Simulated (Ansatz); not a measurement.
**Match the barriers**

Saddle point of CH₉AsGe, closed shell (CH₆Ge ([CH3][GeH3]) + AsH₃ → CH₇AsGe ([CH3][GeH2][AsH2]) + H₂; bonds formed: Ge1–As7, H2–H6; bonds broken: Ge1–H2, H6–As7), PBE0-D4/def2-TZVP structure:

Ge1  (-0.562, -0.067, 0.644)
H2  (1.240, 0.058, 0.180)
H3  (-1.821, -0.824, 0.174)
H4  (-0.361, -0.312, 2.151)
C5  (-0.855, 1.828, 0.224)
H6  (1.950, -0.588, -0.077)
As7  (1.091, -2.072, -0.541)
H8  (-0.857, 1.973, -0.857)
H9  (-1.822, 2.145, 0.620)
H10  (-0.065, 2.441, 0.659)
H11  (0.828, -1.218, -1.769)
H12  (1.233, -3.365, -1.408)
(Å)

Computed with Ansatz 0.2.0 (basis: def2-TZVPP, with def2-QZVPP for the basis limit); correlated methods freeze the cores. Filled d shells of the heavier atoms are correlated. The def2 sets are not built for correlating such inner shells, so the correlated values are less sure here. Extrapolation: Hartree–Fock as exp(−7.88 √X), correlation as X^−2.97. Four methods, as single points on the PBE0-D4 structures, gave these electronic barriers from the start structure: 208.4, 223.8, 253.7, 342.7 kJ/mol.

Task: The methods were, in alphabetical order, BLYP-D4, CCSD(T), HF, PBE0-D4. Which gave which? (A judgement: the text doesn't fix the answer.)

Result: The calculation gives: BLYP-D4 208.4; PBE0-D4 223.8; CCSD(T) 253.7; HF 342.7 kJ/mol. For comparison, CCSD(T) at an estimated basis limit (MP2 extrapolated from triple and quadruple zeta, plus CCSD(T) − MP2 in triple zeta) gives 247.3 kJ/mol.

No T1 diagnostic of these runs exceeds 0.012.

Labels in which every atom is bracketed show which atoms are joined, not bond orders.

For scale, one of the runs: CCSD(T)/def2-TZVPP, 253 basis functions, launched by `ansatz run in.yaml --threads 8 --pin off --events-out ev --progress --plain --max-ram 19148MiB`. Hardware: 8 CPU threads of an Arm Neoverse V2, shared host. Wall time 2.5 min; peak host memory 5.6 GiB.
